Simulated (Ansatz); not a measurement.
Reaction (cleavage of the Si–Ga bond): `N[SiH](N)[Ga]([F])[Cl]` + HCl → `N[SiH](N)Cl` + `[F][GaH][Cl]`

Computed with Ansatz on PBE0-D4/def2-TZVP structures; ΔE is electronic, products minus reactants. CCSD(T)/CBS is the MP2 limit (def2-TZVPP, def2-QZVPP) plus CCSD(T) − MP2 in def2-TZVPP, frozen cores. This one scheme is used for every species. Functionals use def2-TZVPP. HSE06 is defined as in plane-wave codes. For Ga outer-core shells are correlated without core-valence functions, which leaves a few kJ/mol of doubt a bond. Scalar relativity is left out up to krypton. Each species was taken in one conformer, which may not be the lowest.

`N[SiH](N)[Ga]([F])[Cl]`:

```xyz
11

N     0.207   -1.302    0.986
Si   -0.375   -0.396   -0.332
N    -1.894    0.286    0.042
Ga    1.488    1.114   -0.653
F     1.579    2.508   -1.717
Cl    3.328    0.897    0.466
H    -0.304   -2.068    1.393
H     1.174   -1.283    1.263
H    -0.613   -1.109   -1.618
H    -2.034    0.860    0.858
H    -2.557    0.493   -0.686
```

HCl:

Z-matrix (Å, degrees):
```
Cl
H 1 1.279
```

`N[SiH](N)Cl`:

Cartesian coordinates in Å:
```
N -1.317 0.509 0.330
Si 0.191 -0.269 0.399
N 0.863 -0.242 -1.159
Cl 1.216 0.767 1.874
H -1.717 0.943 1.144
H -2.011 0.234 -0.346
H 0.245 -1.684 0.837
H 1.603 -0.880 -1.403
H 0.926 0.622 -1.674
```

`[F][GaH][Cl]`:

Cartesian coordinates in Å:
```
F 1.069 -0.396 -1.292
Ga 0.054 -0.113 0.097
Cl -1.311 1.490 -0.169
H 0.188 -0.981 1.363
```

CCSD(T)/CBS gives -0.94 eV.

**Question.** Another level gave -0.90 eV. Which?
A. PBE-QIDH/def2-TZVPP
B. HSE06/def2-TZVPP
C. PBE-D4/def2-TZVPP
D. BLYP/def2-TZVPP

**Answer.** B. HSE06 -0.90, BLYP -0.83, PBE-D4 -0.76, PBE-QIDH -1.00 eV.

Largest T1 diagnostic among the species: 0.013.

Leaving LDA and LC-ωPBE aside and taking each functional with its dispersion term where it has one, the values, not all of them listed here, spread over 0.26 eV, from B97M-V to PBE-D4. In def2-TZVPP, CCSD(T) changes the Hartree–Fock value by +0.25 eV (the triples alone add +0.03 eV) and MP2 by +0.18 eV.
